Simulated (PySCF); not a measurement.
Ag (silver, neutral): UHF calculation

Configuration: [Kr] 4d9 5s2, 2D determinant (an excited configuration). Computed with PySCF 2.14 in x2c-QZVPPall, with the spin-free X2C one-electron Hamiltonian (Gaussian nucleus).

| Property | Result |
| --- | --- |
| Total energy | -5312.742411 hartree |
| One-electron energy | -7322.2757 hartree |
| Hartree (Coulomb) energy | 2157.5106 hartree |
| Exchange energy | -147.9774 hartree |
| ⟨S²⟩ | 0.7531 |
| ⟨L²⟩ | 6.027 |
| Sum of ⟨r⟩ | 33.53 bohr |
| Sum of ⟨r²⟩ | 53.97 bohr² |
| Traceless quadrupole moment −½Σ⟨3z² − r²⟩ along its main axis | -0.352 e·bohr² |
| Langevin diamagnetic susceptibility | -42.7 ×10⁻⁶ cm³/mol |

```
shell  electrons  mean orbital energy (hartree)  spread (hartree)  rms radius, mean of both spins (bohr)
 1s α          1                     -942.61652                 0                                 0.0357
 1s β          1                     -942.61652                 0                                 0.0357
 2s α          1                     -142.11502                 0                                  0.146
 2s β          1                     -142.10141                 0                                  0.146
 2p α          3                     -127.29429           0.01347                                  0.130
 2p β          3                     -127.28093           0.00190                                  0.130
 3s α          1                      -27.56693                 0                                  0.392
 3s β          1                      -27.56016                 0                                  0.392
 3p α          3                      -22.56464           0.02523                                  0.394
 3p β          3                      -22.55661           0.01693                                  0.394
 3d α          5                      -14.67562           0.03043                                  0.376
 3d β          5                      -14.65733           0.04947                                  0.376
 4s α          1                       -4.48544                 0                                  0.974
 4s β          1                       -4.41180                 0                                  0.974
 4p α          3                       -2.94844           0.06165                                   1.07
 4p β          3                       -2.85692           0.04900                                   1.07
 4d α          5                       -0.68673           0.07409                                   1.46
 4d β          4                       -0.64544           0.05532                                   1.46
 5s α          1                       -0.28077                 0                                   3.41
 5s β          1                       -0.26901                 0                                   3.41
```

Densities and radii are taken from the X2C orbitals without a picture-change correction, which distorts them close to the nucleus.

Spin-orbit constants ζ (cm⁻¹) from the X2C one-electron operator on these orbitals: bare nucleus, nucleus screened by l(l+1)(2l+1)/3 electrons, and screened by the Breit-Pauli mean field of the electrons.

```tsv
shell	bare	screened nucleus	mean field
2p	943900	903700	n/a
3p	168800	161700	n/a
3d	24900	19610	n/a
4p	26040	24930	n/a
4d	2403	1891	n/a
```

To first order the Landé constant is A = -1891 cm⁻¹, so the lowest level has J = 5/2 and lies 0.235 eV below the centre of the term.
